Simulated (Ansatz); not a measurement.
Consider the formal exchange of groups at a Te–Si bond: `O[SiH]([SiH3])[TeH]` + `O[SiH](O)O` → `O[Si](O)(O)[TeH]` + `O[SiH2][SiH3]`.

Gas-phase electronic energies from Ansatz, PBE0-D4/def2-TZVP geometries. CCSD(T)/CBS is the MP2 limit (def2-TZVPP, def2-QZVPP) plus CCSD(T) − MP2 in def2-TZVPP, frozen cores. Functionals use def2-TZVPP. Elements past krypton have def2 core potentials. For Te outer-core shells are correlated without core-valence functions, which leaves a few kJ/mol of doubt a bond. Each species was taken in one conformer, which may not be the lowest.

Q: Is it downhill or uphill in electronic energy at CCSD(T)/CBS, and by how much? (Estimate.)

A: The calculation gave: Uphill: ΔE = +21.2 kJ/mol.

Q: What do these levels give: r2SCAN-D4, PBE0-D4, PBE, HF/def2-TZVPP, SCS-MP2/def2-TZVPP, MP2/CBS(def2)? (An estimate is asked.)

A: Ansatz gave: r2SCAN-D4 18.4, PBE0-D4 18.8, PBE 18.7, HF/def2-TZVPP 16.1, SCS-MP2/def2-TZVPP 20.4, MP2/CBS(def2) 23.6 kJ/mol.

Largest T1 diagnostic among the species: 0.012.

In def2-TZVPP, CCSD(T) changes the Hartree–Fock value by +3.4 kJ/mol (the triples alone add +0.9 kJ/mol) and MP2 by +5.8 kJ/mol.
